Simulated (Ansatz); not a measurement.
One change: `FC(F)(F)C1=CC(C(F)(F)F)=[O+][Ga-]([F])([Cl])[O]1` becomes `[OH][Al-]1([OH])[O]C(C(F)(F)F)=CC(C(F)(F)F)=[O+]1`.

Ansatz, PBE0-D4/def2-TZVP geometries, multiplicity 1. Each molecule was computed in one conformer, which needn't be the lowest.

Scalar relativity is left out up to krypton.

```
                                      property  `FC(F)(F)C1=CC(C(F)(F)F)=[O+][Ga-]([F])([Cl])[O]1`
           LUMO energy (B3LYP/def2-TZVPP) / eV                                               -4.05
         LUMO energy (ωB97M-V/def2-TZVPP) / eV                                               -1.72
       HOMO–LUMO gap (ωB97M-V/def2-TZVPP) / eV                                                9.43
         HOMO energy (ωB97M-V/def2-TZVPP) / eV                                              -11.16
           HOMO energy (B3LYP/def2-TZVPP) / eV                                               -8.84
size of the dipole moment (PBE/def2-TZVPP) / D                                                3.24
```

Question: Give the same properties after the change, and the shifts. (Best estimate.)

Answer: The calculation gave: 
```
                                      property  `[OH][Al-]1([OH])[O]C(C(F)(F)F)=CC(C(F)(F)F)=[O+]1`  shift
           LUMO energy (B3LYP/def2-TZVPP) / eV                                                -3.73   0.32
         LUMO energy (ωB97M-V/def2-TZVPP) / eV                                                -1.40   0.32
       HOMO–LUMO gap (ωB97M-V/def2-TZVPP) / eV                                                 9.47   0.04
         HOMO energy (ωB97M-V/def2-TZVPP) / eV                                               -10.87   0.29
           HOMO energy (B3LYP/def2-TZVPP) / eV                                                -8.43   0.41
size of the dipole moment (PBE/def2-TZVPP) / D                                                 1.87  -1.37
```

Dipoles are sizes alone; their direction can turn.

B3LYP here is the variant with VWN-RPA as its local correlation; programs differ in this.
